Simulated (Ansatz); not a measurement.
`CO[CH2][AlH][OH]` + CH₄ → `CO[CH2][AlH][CH3]` + H₂O  (formal exchange of groups at the Al–O bond)

Program: Ansatz. Geometries: PBE0-D4/def2-TZVP. ΔE: electronic, gas phase. CCSD(T)/CBS adds triple-zeta CCSD(T) − MP2 to the extrapolated MP2 energy (def2 sets, frozen cores). This one scheme is used for every species. DFT in def2-TZVPP. Each species was taken in one conformer, which may not be the lowest.

`CO[CH2][AlH][OH]`:

Z-matrix (Å, degrees):
```
C
O 1 1.395
H 1 1.104 2 111.9
H 1 1.091 2 108.0 3 -119.3
H 1 1.100 2 111.7 3 120.9
C 2 1.422 1 111.9 3 -59.2
Al 6 1.986 2 112.5 1 75.0
H 6 1.097 2 106.2 1 -166.3
H 6 1.102 2 110.4 1 -52.8
O 7 1.698 6 118.5 2 13.5
H 7 1.582 6 124.8 2 -169.4
H 10 0.957 7 121.2 6 1.0
```

CH₄:

Cartesian coordinates in Å:
```
C 0.000 0.000 0.000
H 0.056 0.090 -1.084
H 0.602 -0.848 0.326
H -1.037 -0.155 0.298
H 0.378 0.913 0.460
```

`CO[CH2][AlH][CH3]`:

Cartesian coordinates in Å:
```
C 0.373 -0.240 1.880
O 1.336 -0.435 0.892
C 1.362 0.638 -0.039
Al -0.174 0.664 -1.301
C -1.475 -0.789 -1.347
H 0.382 -1.111 2.538
H -0.639 -0.136 1.452
H 0.580 0.660 2.478
H 2.277 0.504 -0.633
H 1.506 1.598 0.485
H -0.268 1.881 -2.329
H -1.667 -1.124 -2.371
H -1.152 -1.651 -0.758
H -2.440 -0.457 -0.945
```

H₂O:

```xyz
3

O     0.259   -0.255    0.139
H    -0.666   -0.413   -0.059
H     0.407    0.668   -0.080
```

```tsv
level	ΔE (kJ/mol)
BHLYP-D4	154.8
CAM-B3LYP	157.1
```

**Question.** What does CCSD(T)/CBS give? (An estimate is asked.)

**Answer.** Ansatz gave: +146.4 kJ/mol. The listed levels differ from it by 8.4, 10.7 kJ/mol.

Largest T1 diagnostic among the species: 0.012.

At CCSD(T), def2-SVP lies +11.1 kJ/mol from the extrapolated value and def2-TZVPP +2.7 kJ/mol. Leaving LDA and LC-ωPBE aside and taking each functional with its dispersion term where it has one, the values, not all of them listed here, spread over 15.4 kJ/mol, from revPBE-D4 to B2PLYP. In def2-TZVPP, CCSD(T) changes the Hartree–Fock value by −10.9 kJ/mol (the triples alone add −1.0 kJ/mol) and MP2 by −8.3 kJ/mol.
